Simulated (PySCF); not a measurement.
3-acetylpyridine, C₇H₇NO.
SMILES with atom numbers: `[CH3:1][C:2](=[O:3])[c:4]1[cH:5][cH:6][cH:7][n:8][cH:9]1`

Cartesian coordinates in Å at the GFN2-xTB level; atoms count from 1:
```xyz
16
C7H7NO angstrom
C     -2.5302   -0.1155    0.5567
C     -1.4370   -0.7646   -0.2522
O     -1.6462   -1.7150   -0.9709
C     -0.0724   -0.1820   -0.1299
C      0.9658   -0.7574   -0.8667
C      2.2401   -0.2323   -0.7693
C      2.4345    0.8577    0.0679
N      1.4628    1.4134    0.7721
C      0.2466    0.9107    0.6777
H     -2.2899   -0.1653    1.6166
H     -3.4681   -0.6344    0.3746
H     -2.6346    0.9295    0.2726
H      0.7463   -1.6054   -1.4992
H      3.0624   -0.6546   -1.3254
H      3.4101    1.3111    0.1839
H     -0.4978    1.4131    1.2803
```

Definitions: NICS(0) = −σiso at the ring centroid; NICS(1) = −σiso and NICS(1)zz = −σzz at ±1 Å along the ring normal z. Level: GIAO PBE0/pcSseg-1 (PySCF, non-relativistic, gas phase) on the GFN2-xTB geometry, one conformer.

Ring bond lengths (Å), with Mayer bond orders in brackets: C4–C5 1.397 (1.39), C5–C6 1.382 (1.44), C6–C7 1.388 (1.38), C7–N8 1.322 (1.47), N8–C9 1.319 (1.48), C9–C4 1.396 (1.33).

Give the NICS values of each ring in ppm.

| ring | type | NICS(0) | NICS(1), two faces | NICS(1)zz, two faces | rms pucker (Å) | centre to ring atoms, mean (Å) |
| --- | --- | --- | --- | --- | --- | --- |
| C4–C5–C6–C7–N8–C9 | 6-membered ring with N; formal bonds all aromatic | -7.3 | -11.2 / -11.2 | -27.7 / -27.6 | 0.00 | 1.37 |

What can be read from them?

- C4–C5–C6–C7–N8–C9: mean NICS(1)zz -27.7 ppm, shielded. The ring is flat and has no four-coordinate atom; by the NICS criterion it is aromatic.

What does the geometric index give? HOMA takes Krygowski's 1993 parameters.

- C4–C5–C6–C7–N8–C9: HOMA 0.99; the largest term is that of C4–C5, α(R − Ropt)² = 0.02. The geometric and the magnetic index point the same way.

What is the mean of the two in-plane components of NICS at the second NICS(1) probe listed for ring C4–C5–C6–C7–N8–C9, 1 Å off the ring?

The isotropic value is a third of the trace: (3 × -11.2 − (-27.6))/2 = -3.0 ppm.

Give the inner angles of the rings and the Hirshfeld charges of the ring atoms.

- C4–C5–C6–C7–N8–C9: C4 117.2° (-0.025 e), C5 119.5° (-0.019 e), C6 118.0° (-0.047 e), C7 123.2° (+0.029 e), N8 118.6° (-0.162 e), C9 123.4° (+0.023 e); sum 720.0° against 720° for a flat convex ring.

How shielded are the nuclei of the rings and their hydrogens (means over atoms taken as equivalent)?

| atoms | environment | σ isotropic (ppm) | principal values of the symmetric part, first atom (ppm) |
| --- | --- | --- | --- |
| C4 | substituted aromatic carbon | 52.1 | -47.0, 36.8, 166.4 |
| C5 | aromatic CH carbon | 44.0 | -67.2, 8.3, 191.0 |
| C6 | aromatic CH carbon | 58.2 | -55.5, 52.5, 177.4 |
| C7 | aromatic CH next to a ring nitrogen | 27.4 | -84.3, 19.3, 147.2 |
| N8 | pyridine-type nitrogen | -90.8 | -410.2, -171.6, 309.3 |
| C9 | aromatic CH next to a ring nitrogen | 30.7 | -68.8, 17.4, 143.5 |
| H13 | aromatic hydrogen | 22.89 | 18.6, 22.7, 27.3 |
| H14 | aromatic hydrogen | 24.09 | 21.3, 23.5, 27.5 |
| H15 | aromatic hydrogen | 22.62 | 18.9, 22.4, 26.6 |
| H16 | aromatic hydrogen | 22.30 | 17.8, 21.7, 27.4 |
